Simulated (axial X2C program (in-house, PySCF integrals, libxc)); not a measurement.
# Which molecule gave these maps?

PBE0 fields computed with an in-house relativistic program for diatomic molecules, spin-free, near the equilibrium distance, one atom at z = 0.

The maps cover the half plane through the axis: z from -2.4 to 4.2 Å along the bond, ρ from 0.15 to 2.25 Å away from it.

log10 of the density in e/bohr³:

```
 ρ\z  -2.4  -1.8  -1.2  -0.6   0.0   0.6   1.2   1.8   2.4   3.0   3.6   4.2
0.15  -3.0  -2.1  -1.3   0.0   1.9   0.0  -1.0  -0.7  -1.4  -2.4  -3.3  -4.1
0.45  -3.0  -2.2  -1.4  -0.4   0.4  -0.4  -1.2  -1.1  -1.6  -2.5  -3.3  -4.1
0.75  -3.1  -2.3  -1.6  -0.9  -0.4  -0.9  -1.5  -1.5  -1.9  -2.7  -3.4  -4.2
1.05  -3.2  -2.5  -1.9  -1.3  -1.1  -1.4  -1.8  -2.0  -2.3  -2.9  -3.6  -4.4
1.35  -3.4  -2.7  -2.2  -1.7  -1.6  -1.8  -2.2  -2.4  -2.7  -3.2  -3.8  -4.6
1.65  -3.6  -3.0  -2.5  -2.1  -2.0  -2.2  -2.5  -2.7  -3.0  -3.5  -4.1  -4.8
1.95  -3.8  -3.2  -2.8  -2.5  -2.4  -2.6  -2.9  -3.1  -3.4  -3.8  -4.4  -5.0
2.25  -4.0  -3.5  -3.1  -2.8  -2.8  -2.9  -3.2  -3.5  -3.8  -4.2  -4.7  -5.3
```

Electron localisation function (collinear form, no current term, damped to 0 at low density):

```
 ρ\z  -2.4  -1.8  -1.2  -0.6   0.0   0.6   1.2   1.8   2.4   3.0   3.6   4.2
0.15  0.27  0.71  0.56  0.62  0.42  0.63  0.55  1.00  1.00  0.99  0.46  0.00
0.45  0.24  0.69  0.58  0.49  0.54  0.49  0.52  1.00  1.00  0.98  0.34  0.00
0.75  0.19  0.63  0.60  0.37  0.51  0.34  0.46  0.98  0.99  0.95  0.17  0.00
1.05  0.13  0.54  0.63  0.41  0.35  0.31  0.37  0.89  0.96  0.82  0.05  0.00
1.35  0.07  0.43  0.62  0.52  0.41  0.33  0.26  0.60  0.79  0.41  0.01  0.00
1.65  0.03  0.30  0.56  0.58  0.49  0.33  0.17  0.26  0.35  0.08  0.00  0.00
1.95  0.01  0.17  0.45  0.54  0.48  0.28  0.11  0.09  0.07  0.01  0.00  0.00
2.25  0.00  0.06  0.29  0.43  0.39  0.21  0.07  0.03  0.01  0.00  0.00  0.00
```

Axial spin density in 10⁻³ e/bohr³:

```
 ρ\z  -2.4  -1.8  -1.2  -0.6   0.0   0.6   1.2   1.8   2.4   3.0  3.6  4.2
0.15   0.0  -0.1  -0.5  -1.3  24.5  -0.9  -0.3  -6.1  -1.5  -0.2  0.0  0.0
0.45   0.0   0.0   0.5   0.1   7.0   0.5   1.0  -1.6  -0.8  -0.1  0.0  0.0
0.75   0.1   0.3   1.6   4.4   1.4   4.9   2.1  -0.1  -0.3  -0.1  0.0  0.0
1.05   0.1   0.4   2.0   6.2   8.7   6.5   2.3   0.4   0.0   0.0  0.0  0.0
1.35   0.1   0.4   1.7   5.0   7.3   5.1   1.9   0.5   0.1   0.0  0.0  0.0
1.65   0.1   0.3   1.2   3.2   4.4   3.1   1.3   0.4   0.1   0.0  0.0  0.0
1.95   0.1   0.2   0.8   1.8   2.4   1.7   0.8   0.3   0.1   0.0  0.0  0.0
2.25   0.1   0.2   0.5   0.9   1.2   0.9   0.5   0.2   0.0   0.0  0.0  0.0
```

Question: Which molecule is it?
A. GeTe
B. CuSn
C. PbH
D. AlAu

Answer: C. PbH, with Pb at z = 0 and H at z = 1.849 Å, state M_S = 1/2, Λ = 1 (beyond evenly filled blocks: π+α), basis Pb dyall-cv3z [12s14p10d7f1g], H dyall-v3z [6s2p1d] (cores contracted in-house). The state is a single determinant with fixed occupations, the lowest that a limited PBE0 search found. Without a current term, density functionals place determinants with orbital angular momentum somewhat too high. Spin–orbit coupling changes these values markedly for this molecule (Re by over 0.02 Å or De by over 0.25 eV), so the spin-free numbers are a model.
